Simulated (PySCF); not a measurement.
From one molecule to another.

First species: C₄H₆N₂O₂Si.
InChI=1S/C4H6N2O2Si/c1-2-3-5-4(8-9)6-7-3/h2H,1H2,9H3

Second species: C5H10F2Si.
InChI=1S/C5H10F2Si/c1-2-5-3-8(6,7)4-5/h5H,2-4H2,1H3

Levels: CAM-B3LYP/def2-SVPD for dipole moment, HOMO energy, LUMO energy, HOMO–LUMO gap, static isotropic polarisability and electronic spatial extent ⟨r²⟩ about the centre of nuclear charge; TDDFT CAM-B3LYP/def2-SVPD for lowest singlet excitation; TDA CAM-B3LYP/def2-SVPD for lowest triplet excitation (Tamm–Dancoff); GFN2-xTB for rotational constant A and rotational constant C. Geometries: GFN2-xTB. Each structure is a single optimised conformer of the isolated species, non-relativistic unless stated. Electronic properties by PySCF.

Dipoles, sizes and rotational constants follow the conformer. The torsions of the flexible species, by atom-mapped SMILES:
- `[CH2:1]=[CH:2][c:3]1[n:4][c:5]([O:6][SiH3:7])[n:8][o:9]1`: C1–C2–C3–N4 0°, N4–C5–O6–Si7 0°
- `[CH3:1][CH2:2][CH:3]1[CH2:4][Si:5]([F:6])([F:7])[CH2:8]1`: C1–C2–C3–C4 -69°

**Question.** Which of the two has the higher rotational constant A, and by how much?

**Answer.** The second: 3.811 GHz against 2.835 GHz, a difference of 0.976 GHz.

**Question.** Which of the two has the higher ⟨r²⟩, and by how much?

**Answer.** The first: 1598 bohr² against 1434 bohr², a difference of 164 bohr².

**Question.** Which has the higher S1 energy?

**Answer.** The second: 7.62 eV against 5.31 eV, a difference of 2.31 eV.

**Question.** Which has the higher HOMO–LUMO gap?

**Answer.** The second: 10.78 eV against 7.88 eV, a difference of 2.90 eV.

**Question.** Which of the two has the higher rotational constant C, and by how much?

**Answer.** The second: 0.845 GHz against 0.681 GHz, a difference of 0.164 GHz.

**Question.** Which has the higher T1 energy?

**Answer.** The second: 7.07 eV against 3.32 eV, a difference of 3.75 eV.

**Question.** Which has the higher LUMO energy?

**Answer.** The second: 1.09 eV against -0.85 eV, a difference of 1.94 eV.

**Question.** Which has the higher HOMO energy?

**Answer.** The first: -8.73 eV against -9.69 eV, a difference of 0.96 eV.

On the first: The 8 singlets span 5.31 to 7.56 eV, and their oscillator strengths add up to 0.55. A dipole of 3.59 D is allowed in Cs, and pure rotational transitions are dipole-allowed.

On the second: The vertical singlet–triplet gap S1 − T1 is 0.55 eV (TDDFT singlet less Tamm–Dancoff triplet). No computed singlet falls in the visible range (750 to 380 nm, 1.65 to 3.26 eV); S1 lies 4.36 eV above its blue end.
